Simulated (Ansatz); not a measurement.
Consider the formal exchange of groups at a B–N bond: `BN[SiH]([SiH3])S` + `[F][GaH2]` → `[BH2][GaH][F]` + `N[SiH]([SiH3])S`.

Calculated with Ansatz (gas phase, PBE0-D4/def2-TZVP geometries, no zero-point term in ΔE). CBS: MP2 limit from def2 TZ/QZ plus the TZ coupled-cluster correction, frozen cores. Functionals use def2-TZVPP. B3LYP here is the variant with VWN-RPA as its local correlation; programs differ in this. For Ga outer-core shells are correlated without core-valence functions, which leaves a few kJ/mol of doubt a bond. Scalar relativity is left out up to krypton. One conformer a species, not always the lowest.

```csv
level,ΔE (kcal/mol)
PBE,36.9
B3LYP,37.1
```

Task: What does CCSD(T)/CBS give? (An estimate is asked.)

Result: Computed: +37.2 kcal/mol. The listed levels differ from it by -0.3, -0.1 kcal/mol.

Largest T1 diagnostic among the species: 0.014.

The D4 term adds +1.3 kcal/mol with B3LYP and +0.8 kcal/mol with PBE0; it sums over pairs of atoms, weighted by their polarisabilities, and B3LYP, whose exchange is more repulsive, gets the larger term. In def2-TZVPP, CCSD(T) changes the Hartree–Fock value by +2.0 kcal/mol (the triples alone add +0.8 kcal/mol) and MP2 by +3.3 kcal/mol.
